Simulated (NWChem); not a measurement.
System: BAsH₄O₂; SMILES OB(O)[AsH2]

```xyz
8

B     -0.0140     1.0323     0.0066
As     0.0613    -1.0255    -0.0360
H     -0.7850    -1.1817     1.2177
H      1.3748    -1.1202     0.7368
O     -1.2433     1.5966     0.0301
H     -1.1916     2.5605    -0.0053
O      1.0779     1.8415    -0.0755
H      1.9158     1.3716    -0.0624
```
Atoms are numbered in this order, from 1.

Level: PBE0/def2-SVP (NWChem), optimised geometry, unscaled harmonic frequencies. 

```csv
frequency (cm⁻¹),IR intensity (km/mol)
100,1.1
226,2.8
303,5.9
404,2.1
502,179.3
557,51.8
597,58.2
682,19.8
696,9.1
985,72.0
1000,108.1
1019,105.7
1284,353.6
1455,259.3
2207,103.4
2244,75.8
3860,71.1
3938,86.5
```

| Quantity | Result |
|---|---|
| zero-point energy | 31.5 kcal/mol |
| thermal correction to the enthalpy at 298.15 K (with zero-point energy) | 35.7 kcal/mol |
| heat capacity Cv | 19.3 cal/(mol K) |
| entropy at 298.15 K and 1 atm (symmetry number 1) | 76.9 cal/(mol K) |
| dipole moment | 1.97 D |

Rigid rotor and harmonic oscillator; modes under 100 cm⁻¹ make the entropy uncertain.
